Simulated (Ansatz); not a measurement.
Reaction (atomization): `N/C=[CH]\[InH2]` → 2 C• + 6 H• + In• + N•

Program: Ansatz. Geometries: PBE0-D4/def2-TZVP. ΔE: electronic, gas phase. CBS: MP2 limit from def2 TZ/QZ plus the TZ coupled-cluster correction, frozen cores. This one scheme is used for every species, atoms too. For atomizations the MP2-based limit and the directly extrapolated one differ by several kJ/mol either way, and by 10 to 25 for some Ge, Se and Sn compounds, so smaller differences from it don't rank the levels. DFT in def2-TZVPP. Open shells (•) are unrestricted, without spin–orbit coupling. Spin–orbit coupling would lower the free atoms: a little for C; strongly for In. def2 core potentials past Kr. For In outer-core shells are correlated without core-valence functions, so the limit isn't a true one: a few kJ/mol of doubt a bond, and 10 to 20 or more in all where bonds break to atoms. One conformer a species, not always the lowest.

CCSD(T)/CBS gives +3342.9 kJ/mol.

(1) Another level gave +3360.4 kJ/mol. Which?
A. B97M-V/def2-TZVPP
B. BLYP-D4/def2-TZVPP
C. BHLYP-D4/def2-TZVPP
D. revPBE/def2-TZVPP

Largest T1 diagnostic among the species: 0.015.

## Answers

(1) A. B97M-V 3360.4, revPBE 3275.3, BHLYP-D4 3243.3, BLYP-D4 3342.8 kJ/mol.

Leaving LDA and LC-ωPBE aside and taking each functional with its dispersion term where it has one, the values, not all of them listed here, spread over 177.8 kJ/mol, from BHLYP-D4 to PBE-D4. LDA lies +463.5 kJ/mol from PBE without D4, its usual overbinding. From BLYP to BHLYP (50 % exact exchange), in def2-TZVPP and without D4, ΔE moves by −82.6 kJ/mol: exact exchange takes away binding that semilocal exchange gives to molecules.
